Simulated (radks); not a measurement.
Species: S I. Configuration: [Ne] 3s2 3p4 (the NIST ground configuration). Method: Dirac Kohn-Sham, LDA (Slater exchange, Perdew-Zunger correlation), spin-unpolarised, spherical densities, point nucleus; open shells fill j = l - 1/2 first; computed with a radial shooting solver on a logarithmic mesh with Libxc functionals.

Spin-orbit splittings of the eigenvalues, e(l+1/2) - e(l-1/2), with zeta = 2 splitting/(2l+1) and mean radii in bohr:

| shell | occ. | splitting (eV) | zeta (eV) | <r> j=l-1/2 | <r> j=l+1/2 |
|---|---|---|---|---|---|
| 2p | 6 | 1.260 | 0.8400 | 0.4419 | 0.4442 |
| 3p | 4 | 0.08595 | 0.05730 | 2.066 | 2.077 |
